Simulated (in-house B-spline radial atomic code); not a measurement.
# Binding energies in Ho⁵⁰⁺

NIST's tabulated ground configuration is [Ne] 3s2 3p5; each binding energy is the energy of the ion with one electron taken from that subshell, relaxed, less that of the parent. Level of theory: Dirac-Hartree-Fock, average of configuration, Fermi nucleus of rms radius 5.2022 fm; calculated with an all-electron radial atomic-structure program (B-spline basis). Energies include first-order Breit, QED and recoil terms.

| subshell | X-ray name | binding energy (eV) | -ε (eV) | relaxation (eV) |
| --- | --- | --- | --- | --- |
| 1s | K | 59107 | 59391.9 | 32.2 |
| 2s | L1 | 12757.6 | 12795.3 | 7.1 |
| 3s | M1 | 4972.9 | 4981.2 | 0.9 |
| 3p | M2,3 | 4652.5 | 4658.8 | 1.0 |

Relaxation = -ε minus the binding energy without Breit, QED and recoil terms.

Q: What does it cost to remove both a 3s and a 3p electron?

A: 9727.9 eV, which is 102.5 eV more than the two single binding energies together.

Q: What does it cost to remove two 1s electrons?

A: 119510 eV, which is 1294 eV more than the two single binding energies together.
